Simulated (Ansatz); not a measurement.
Two isomers of C3H9GaO2: A = `C[CH](C)[Ga]([OH])[OH]`, B = `CC(C)[O][GaH][OH]`.

Program: Ansatz. Geometries: PBE0-D4/def2-TZVP. ΔE: electronic, gas phase. CBS: MP2 limit from def2 TZ/QZ plus the TZ coupled-cluster correction, frozen cores. Functionals use def2-TZVPP. B3LYP here is the variant with VWN-RPA as its local correlation; programs differ in this. For Ga outer-core shells are correlated without core-valence functions, which leaves a few kJ/mol of doubt a bond. Scalar relativity is left out up to krypton. Each species was taken in one conformer, which may not be the lowest.

(1) Which is lower in electronic energy at CCSD(T)/CBS, and by how much? (Best estimate.)

(2) Give E(B) − E(A) in kJ/mol with CCSD/def2-TZVPP, ωB97M-V, PBE-D4, HF/def2-TZVPP, r2SCAN-D4, B3LYP-D4, MP2/def2-TZVPP. (Best estimate.)

Largest T1 diagnostic: 0.014.

Results:

(1) Computed: A, by 57.0 kJ/mol.

(2) Ansatz gave: CCSD/def2-TZVPP 49.6, ωB97M-V 46.8, PBE-D4 50.2, HF/def2-TZVPP 34.6, r2SCAN-D4 46.0, B3LYP-D4 45.8, MP2/def2-TZVPP 58.6. None reverses the order clearly.

In def2-TZVPP, CCSD(T) changes the Hartree–Fock value by +15.6 kJ/mol (the triples alone add +0.6 kJ/mol) and MP2 by +24.0 kJ/mol.
